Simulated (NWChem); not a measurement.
Molecule: SiCl2, singlet; SMILES [Si](Cl)Cl

Computed with NWChem. Low-valent species are run as closed-shell singlets; no triplet was tried in these runs. The geometry was optimised at PBE0-D3(BJ)/def2-TZVP.

Question: What does the run give for HCTH/407/def2-TZVP? Quantities: highest occupied level (eV); orbital gap (eV); dipole (D).

Answer: 
```json
{
  "highest occupied level (eV)": "-6.80",
  "orbital gap (eV)": "3.09",
  "dipole (D)": "0.80"
}
```
